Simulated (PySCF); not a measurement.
SeCl4, SMILES Cl[Se](Cl)(Cl)Cl. Atoms are numbered in the order given.

```xyz
5

Se     0.0000     0.0000     0.3858
Cl     1.7217     0.0000    -1.0117
Cl     0.0000     2.3434     0.6259
Cl    -1.7217     0.0000    -1.0117
Cl     0.0000    -2.3434     0.6259
```

Geometry: PBE-D3(BJ)/def2-SVP. The isomer is the one that the SMILES or the coordinates give; other isomers of the formula were not compared.

All values below come from PBE/def2-TZVP run with PySCF.

Symmetry labels are those of the subgroup C2v that the program uses (full group C2v).

Task: List the valence orbital energies around the gap with their symmetry. (The exact figures need the calculation; the answer reports its results.)

Result: 
```csv
orbital,symmetry,energy (eV)
HOMO−7,A2,-9.23
HOMO−6,B2,-8.92
HOMO−5,B1,-8.87
HOMO−4,A1,-8.08
HOMO−3,B1,-7.83
HOMO−2,B2,-7.71
HOMO−1,A2,-7.65
HOMO,A1,-7.30
LUMO,A1,-5.04
LUMO+1,B1,-4.70
LUMO+2,B2,-3.37
LUMO+3,A1,2.98
```
